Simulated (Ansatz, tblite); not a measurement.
Isomers of Rb4Br3⁺ (singlet), found by a short tight-binding search and relaxed with PBE-D4/def2-SVP in Ansatz.

In the def2 sets Rb takes a core potential, while STO-3G treats all electrons; there is no spin–orbit coupling. The xTB rows come from tblite. LC-ωPBE has ω = 0.4 bohr⁻¹. Correlated methods freeze 27 core orbitals; core or outer-core shells of Rb, Br are correlated, in sets that lack core-valence functions.

Other spin states weren't relaxed.

A:

```xyz
7

Rb   -1.3458   -3.0336   -1.1507
Rb   -1.6702    1.0128    1.0824
Rb    2.5346   -0.4246    2.3967
Rb    0.8912    2.1982   -2.5936
Br   -0.2924   -1.9688    1.7693
Br    1.4623    2.1299    0.6375
Br   -1.5797    0.0862   -2.1416
```

B:

Cartesian coordinates in Å:
```
Rb -6.934 2.825 5.904
Rb 6.938 -2.667 -5.975
Rb -2.308 0.810 2.049
Rb 2.304 -0.929 -1.999
Br -4.668 1.839 4.042
Br 4.691 -1.814 -4.026
Br -0.022 -0.063 0.004
```

Estimate their order by electronic energy at RPA@PBE/def2-TZVP, counted from the lowest.

A (0.00) < B (1.01), in eV.

Do the other levels pick the same lowest one?

All that were run do. Energies above each level's lowest (eV):

```csv
level,A,B
GFN1-xTB,0.00,2.28
GFN2-xTB,0.00,0.36
HF/STO-3G,0.00,1.76
HF/def2-TZVP,0.00,0.73
PBE-D4/def2-SVP,0.00,1.07
PBE-D4/def2-TZVP,0.00,0.98
r2SCAN-D4/def2-TZVP,0.00,0.99
PBE0-D4/def2-SVP,0.00,1.06
PBE0-D4/def2-TZVP,0.00,0.98
LC-ωPBE/def2-TZVP,0.00,0.84
RPA@PBE/def2-TZVP,0.00,1.01
MP2/def2-TZVP,0.00,1.04
```
Point groups (tolerance 0.1 Å): A C3v, B not assigned. Lower isomers may exist. From def2-SVP to def2-TZVP the PBE0 values move by up to 0.08 eV, so results in the small set are rough.
